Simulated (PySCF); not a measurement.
Telling isomers of C$_{6}$H$_{15}$OPSi apart by NMR

All values are calculated (PySCF 2.14): GFN2-xTB geometry, σ from GIAO-PBE0/pcSseg-1. One computed conformer, isolated molecule, non-relativistic, averaged over atoms made equivalent by symmetry, fast rotation or ring inversion.

References, each an isolated molecule treated in the same way: 1H (σref 31.72) and 13C (σref 186.93) against TMS. Splittings of carbon signals by F and P are missing where no couplings were computed. Where no couplings were computed, multiplicities follow the n + 1 count of equivalent neighbours, and m marks all less simple cases (inequivalent or close neighbours, rings, F or P nearby). Shifts are as computed. Against solution values, carbons near 30 ppm lie about +3 ppm off and those near 130 ppm about +5 ppm. Of 1211 compounds with measured shifts, 218 miss one by over three times the rms of a fit or turn the order of signals round; such compounds aren't used in these exercises.

(1) Tabulate the signals of `COC1CCP([SiH3])CC1`, `CC[Si@H]1CC[P@H](=O)CC1`, `C[C@@H]1CC[P@H](=O)C[C@@H]1[SiH3]`, `C[Si]1(C)CC[PH](=O)CC1` and their relative energies.

(2) What is the quickest way to tell CC[Si@H]1CC[P@H](=O)CC1 from C[C@@H]1CC[P@H](=O)C[C@@H]1[SiH3]?

(3) What is the quickest way to tell COC1CCP([SiH3])CC1 from C[Si]1(C)CC[PH](=O)CC1?

(4) What is the quickest way to tell C[C@@H]1CC[P@H](=O)C[C@@H]1[SiH3] from C[Si]1(C)CC[PH](=O)CC1?

Results:

(1) 
```json
{"SMILES": "COC1CCP([SiH3])CC1", "carbon types": "1×CH 4×CH2 1×CH3", "δC": "78.8, 58.3, 33.3, 18.8", "δH": "3.83 (m, 3H), 3.54 (s, 3H), 3.31 (m, 1H), 2.39 (m, 2H), 2.20 (m, 2H), 1.42 (m, 2H), 1.30 (m, 2H)", "E rel. (kcal/mol)": "42.6"}
{"SMILES": "CC[Si@H]1CC[P@H](=O)CC1", "carbon types": "5×CH2 1×CH3", "δC": "29.4, 10.6, 8.9, 6.6", "δH": "6.97 (m, 1H), 4.05 (m, 1H), 2.36 (m, 2H), 1.83 (m, 2H), 1.17 (m, 2H), 1.02 (t, 3H), 0.65 (m, 2H), 0.52 (m, 2H)", "E rel. (kcal/mol)": "12.4"}
{"SMILES": "C[C@@H]1CC[P@H](=O)C[C@@H]1[SiH3]", "carbon types": "2×CH 3×CH2 1×CH3", "δC": "34.4, 33.4, 29.0, 27.2, 22.5, 14.8", "δH": "7.11 (m, 1H), 3.81 (d, 3H), 1.95 (m, 1H), 1.94 (m, 1H), 1.89 (m, 1H), 1.84 (m, 1H), 1.83 (m, 1H), 1.71 (m, 1H), 1.60 (m, 1H), 1.10 (m, 1H), 1.06 (d, 3H)", "E rel. (kcal/mol)": "25.4"}
{"SMILES": "C[Si]1(C)CC[PH](=O)CC1", "carbon types": "4×CH2 2×CH3", "δC": "28.6, 9.8, -1.8, -5.2", "δH": "6.96 (m, 1H), 2.27 (m, 2H), 1.78 (m, 2H), 0.93 (m, 2H), 0.70 (m, 2H), 0.08 (s, 3H), -0.13 (s, 3H)", "E rel. (kcal/mol)": "0.0"}
```

Energies are electronic energies at PBE0/pcSseg-1 on these geometries, without zero-point or thermal terms, each for the one conformer computed, which needn't be the lowest.

(2) Count the carbon signals: 4 against 6. The first has an sp3 CH2 bonded to Si at 6.6 ppm, the second an sp3 CH in a ring at 33.4 ppm. Their most deshielded carbons lie at 29.4 and 34.4 ppm.

(3) Both give the same number of carbon signals, but DEPT or the intensities differ. The first has an sp3 CH bonded to O at 78.8 ppm, the second a methyl carbon bonded to Si (CH3) at -1.8 ppm. Their most deshielded carbons lie at 78.8 and 28.6 ppm. In the proton spectra the most deshielded non-exchanging signals are 3.83 (m, 3H) and 6.96 (m, 1H).

(4) Count the carbon signals: 6 against 4. The first has an sp3 CH in a ring at 33.4 ppm, the second a methyl carbon bonded to Si (CH3) at -5.2 ppm. Their most deshielded carbons lie at 34.4 and 28.6 ppm.
